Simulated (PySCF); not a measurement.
## InS at PBEsol

Level: PBEsol. In def2-SVPD with ECP28, S def2-SVPD; scalar-relativistic core potentials (PySCF 2.14).

```json
{"state": "²Π (doublet), unpaired electrons π ↑", "bond length": "2.547 Å", "harmonic wavenumber": "288 cm⁻¹", "force constant": "1.22 mdyn/Å", "rotational constant Be": "0.1039 cm⁻¹", "anharmonicity ωexe": "0.911 cm⁻¹", "vibration–rotation constant αe": "0.000468 cm⁻¹", "well depth De to In + S": "3.50 eV", "dissociation energy D0": "3.48 eV", "bond order (Mayer)": "1.04", "dipole moment (positive dipole means In(−)S(+))": "-2.86 D"}
```

Spin–orbit coupling is left out, which matters for elements this heavy, above all for dissociation energies. The state is the lowest determinant that a PBE0 search found; another state may lie lower at other levels.
